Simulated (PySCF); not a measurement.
Simulated Si 1s region for (F)3Si-O-SiH3, F3H3OSi2, binding energy against the vacuum level.

Every computed line was given a Gaussian of 0.8 eV full width at half maximum and an area set by the number of equivalent atoms; the highest printed point is 100. Theory: delta-SCF UKS SCAN, pcX-2 on the ionised atom, pcseg-1 elsewhere, spin-free X2C in PySCF 2.14.0.

(binding energy (eV), intensity): (1847.2, 0), (1847.3, 1), (1847.4, 1), (1847.5, 3), (1847.6, 6), (1847.7, 12), (1847.8, 21), (1847.9, 34), (1848.0, 50), (1848.1, 68), (1848.2, 84), (1848.3, 96), (1848.4, 100), (1848.5, 96), (1848.6, 84), (1848.7, 67), (1848.8, 50), (1848.9, 34), (1849.0, 21), (1849.1, 12), (1849.2, 6), (1849.3, 3), (1849.4, 1), (1849.5, 1), (1849.6, 0), (1849.7, 0), (1849.8, 0), (1849.9, 0), (1850.0, 0), (1850.1, 0), (1850.2, 1), (1850.3, 2), (1850.4, 4), (1850.5, 8), (1850.6, 14), (1850.7, 25), (1850.8, 39), (1850.9, 55), (1851.0, 73), (1851.1, 88), (1851.2, 98), (1851.3, 100), (1851.4, 93), (1851.5, 79), (1851.6, 62), (1851.7, 45), (1851.8, 29), (1851.9, 18), (1852.0, 10), (1852.1, 5), (1852.2, 2), (1852.3, 1), (1852.4, 0)

Question: How many maxima does the curve show, and how many computed lines lie under it?

Answer: The curve has 2 maxima (at 1848.4 and 1851.3 eV). Under it lie 2 lines from 2 inequivalent silicon sites.

Question: Decompose the envelope and assign each component. Bonds: Si1–F2, Si1–F3, Si1–F4, Si1–O5, O5–Si6. Hydrogens: H7, H8, H9 on Si6.

Answer: 
```json
{"position (eV)": "1848.40", "relative area": "1", "line": "Si 1s", "atoms": "Si6", "environment": "silicon bonded to O and 3 H"}
{"position (eV)": "1851.27", "relative area": "1", "line": "Si 1s", "atoms": "Si1", "environment": "silicon bonded to 3 F and O"}
```

Question: What are the centre and the root-mean-square width of the whole band?

Answer: The area-weighted mean of the lines is 1849.83 eV. Their own spread about it is 1.44 eV (rms) and each Gaussian has σ = 0.8/2.355 = 0.34 eV; the variances add, which gives 1.47 eV.

Question: Above which line width would these two lines show one maximum?

Answer: Two equal Gaussians merge once their distance is under 2σ = FWHM/1.177. With 2.87 eV between them that is a full width over 3.38 eV.

The listed Si 1s values span 2.87 eV, from Si6 (bonded to O and 3 H) to Si1 (bonded to 3 F and O).

The curve has no shake-up lines and no vibrational structure. Geometry: PBE0-D3(BJ)/def2-SVP; no solvent, vibrations or thermal averaging.
